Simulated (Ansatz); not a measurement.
The first iterations of a band of BrCl2F2HHf (7 atoms, charge 0, multiplicity 1).

Method: RKS B3LYP-D4/def2-SVP in Ansatz.

- movable images: 5
- climbing image: yes
- spring: 5.0 eV/Å²
- optimiser: quadratic models (default)
- start path: through a guess of the saddle point
- force threshold: 0.03 eV/Å
- iteration limit: 60
- end points: relaxed

Initial state:

```xyz
7
Properties=species:S:1:pos:R:3
Hf 0.026 0.000 -0.071
F 0.238 0.000 1.836
F 1.832 0.000 -0.648
Cl -0.826 1.989 -1.014
Cl -0.826 -1.989 -1.014
Br -2.896 0.000 1.403
H -2.190 0.000 2.649
```

Final state:

```xyz
7
Properties=species:S:1:pos:R:3
Hf -0.500 -0.001 -0.085
F -0.095 -0.006 2.195
F 1.395 0.005 0.120
Cl -0.820 1.894 -1.413
Cl -0.816 -1.898 -1.412
Br -2.779 0.005 1.262
H -1.026 0.001 2.474
```

| iteration | highest image above the first end (eV) | largest band force component (eV/Å) |
| --- | --- | --- |
| 1 | 2.796 | 3.145 |
| 2 | 1.137 | 1.837 |
| 3 | 0.722 | 1.344 |

Does the band converge within its limit, and where does its top end?

The forces met the threshold. It ended after 9 iterations with the highest image 0.422 eV above the first end. A vibrational analysis at the climbing image gives one clearly imaginary mode, 487i cm⁻¹: a first-order saddle point. The orbitals stay closed-shell, which can raise the energy where a bond breaks towards radicals; this wasn't checked here.

The run took 2.8 min on 4 threads of Intel(R) Xeon(R) Platinum 8259CL CPU @ 2.50GHz (Skylake/Cascade Lake), on a shared host, peak memory 0.42 GiB.
